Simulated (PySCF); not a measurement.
Delta-SCF ions had no search for a lower state. Excitations are Tamm–Dancoff values on a coarser integration grid. The basis has no diffuse functions, so Rydberg states are missing or too high.

Cartesian coordinates (Å):
```xyz
13

N      2.1800     0.0882     0.3508
C      0.8333    -0.0467     0.1240
C      0.1265    -1.2176     0.0906
C     -1.3189    -1.0886    -0.0991
C     -1.8679     0.1516    -0.2223
Si    -0.4535     1.3404    -0.0891
H      2.7682    -0.7376     0.2770
H      2.6337     0.9515     0.0791
H      0.5891    -2.2035     0.1984
H     -1.9242    -2.0009    -0.1425
H     -2.9315     0.3179    -0.3755
H     -0.1667     2.1696    -1.3055
H     -0.4668     2.2620     1.0921
```
Charge 0, multiplicity 1.

Question: Give the HOMO, HOMO–LUMO gap, vertical ionisation energy (Delta-SCF), S1–T1 gap (TDA), T1 excitation (TDA), S1 oscillator strength, LUMO and S1 excitation (TDA) at the level PBE-D3(BJ)/def2-TZVP (PySCF).

Answer: 
The HOMO is -4.49 eV and the HOMO–LUMO gap comes out as 2.64 eV. The vertical ionisation energy (Delta-SCF) is 7.27 eV. The S1–T1 gap (TDA) is 1.56 eV and the T1 excitation (TDA) is 2.20 eV. The S1 oscillator strength comes out as 0.156 and the LUMO is -1.85 eV. The S1 excitation (TDA) is 3.76 eV.
